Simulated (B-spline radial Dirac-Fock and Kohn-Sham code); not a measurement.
## Satellites and hypersatellites of the K lines of Bi⁶⁹⁺

System: Bi⁶⁹⁺, configuration 1s2 2s2 2p6 3s2 3p2.

Method: Dirac-Fock (average of configuration) total-energy differences with a finite nucleus, the Breit interaction including its frequency dependence, and self-energy and vacuum-polarisation corrections. Computed with a B-spline atomic structure program. Each two-hole energy is an average over J within one jj subconfiguration, not an observable level; in light atoms, where LS coupling holds, the j-resolved values are not observed lines, and for a K spectator the Kα1 hypersatellite is nearly forbidden. Electron correlation is not included.

Lines without a spectator: Kα2 (K-L2) 75064.6 eV, Kα1 (K-L3) 77419.4 eV. Shifts in eV with one spectator hole (a dash: not computed, or left out as unreliable):

```tsv
spectator hole	Kα2	Kα1
K (1s)	+1180.3	+1298.4
L2 (2p1/2)	+166.0	+231.6
L3 (2p3/2)	+113.5	+131.1
```
